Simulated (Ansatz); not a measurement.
## Abstraction of F: MgHF + SbHF → MgH + SbHF2

Species: MgHF `[F][MgH]`, singlet; SbHF `[F][SbH]`, doublet; MgH, doublet; SbHF2 `[F][SbH][F]`, singlet. A radical takes F: the energy is the difference in strength between the Mg–F bond broken and the Sb–F bond made.

Shapes, held fixed at every level: PBE0-D4/def2-TZVP. Programs: Ansatz 0.2.0. The zero-point and thermal change to 298 K, harmonic and unscaled (PBE0-D4/def2-TZVP), is -0.4 kJ/mol.

```
                level                   kind  ΔH(298 K) (kJ/mol)  less CCSD(T)/def2-TZVPP
         MP2/def2-SVP    perturbation theory              +166.7                    +26.4
  B3LYP-D4/def2-TZVPP          global hybrid              +132.3                     -8.0
  BHLYP-D4/def2-TZVPP          global hybrid              +138.6                     -1.7
   PBE0-D4/def2-TZVPP          global hybrid              +126.5                    -13.8
r2SCAN0-D4/def2-TZVPP          global hybrid              +136.0                     -4.3
    B2PLYP/def2-TZVPP          double hybrid              +140.2                     -0.1
        CCSD/def2-SVP  coupled cluster or CI              +170.3                    +30.0
   CCSD(T)/def2-TZVPP  coupled cluster or CI              +140.3                      0.0
```

The highest level, CCSD(T)/def2-TZVPP, gives ΔH(298 K) = +140.3 kJ/mol; the levels span +126.5 to +170.3. The column of differences is taken from that level and isn't an error. No measured value is set beside it here. Open shells run unrestricted. For atoms past krypton def2 sets carry core potentials with scalar relativity. Outer-core shells of Mg, Sb are correlated in most correlated rows, in sets that cover them unevenly.
